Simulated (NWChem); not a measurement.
System: C$_{2}$H$_{4}$O$_{2}$Si; SMILES C=C1O[SiH2]O1

```xyz
9

C      0.0000     0.0000    -2.1692
C      0.0000     0.0000    -0.8302
O      0.0000     1.1049     0.0205
Si     0.0000     0.0000     1.3385
O      0.0000    -1.1049     0.0205
H      0.0000    -0.9534    -2.7102
H      0.0000     0.9534    -2.7102
H     -1.2402     0.0000     2.1754
H      1.2402     0.0000     2.1754
```
Atoms are numbered in this order, from 1.

Program: NWChem. Geometry: optimised at PBE-D3(BJ)/def2-SVP. LC-ωPBE (HJS hole) with def2-SVP; x = 1 − exp(−ω/0.25 bohr⁻¹) is a scale chosen for this fit.

| row | x | −ε(HOMO) (eV) |
|---|---|---|
| ω = 0.10 | 0.330 | 6.69 |
| ω = 0.25 | 0.632 | withheld |
| ω = 0.35 | 0.753 | 8.94 |
| ω = 0.40 | 0.798 | 9.18 |
| ω = 0.80 | 0.959 | 10.06 |

Task: Fit a straight line of the last column on the one before it, predict the withheld value, and compare with the run.

Result: 
1. Means of the 4 shown rows: x = 0.7100, y = 8.717. Slope Σ(x − x̄)(y − ȳ)/Σ(x − x̄)² = 1.155/0.2160 = 5.347; intercept 4.921.
2. The shown rows scatter about the line by 0.008 (root mean square); the largest residual is +0.01, at ω = 0.80.
3. At x = 0.632 (ω = 0.25; inside the shown range) the line gives 8.30.
4. The run gives 8.28, -0.02 from the line.
